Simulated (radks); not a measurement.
Values are calculated unless marked as measured or tabulated.
Q: Ionisation of the titanium ion Ti2+, [Ar] 3d2, to Ti3+, [Ar] 3d1, under several functionals. Scalar-relativistic Kohn-Sham, spin-polarised, spherical densities, point nucleus; open shells are filled with parallel spins first; a radial shooting solver on a logarithmic mesh with Libxc functionals. The NIST Atomic Spectra Database gives 27.492 eV (measured). Rank these functionals by the error of their Delta-SCF ionisation energy: B86b exchange with PBE correlation; BLYP; PW91; exchange-only B88.

A: From best to worst: BLYP 27.512 eV (+0.021); B86b exchange with PBE correlation 27.601 eV (+0.109); PW91 27.665 eV (+0.174); exchange-only B88 26.591 eV (-0.901). Open shells are spherical and high-spin; term and fine-structure splittings are not resolved.
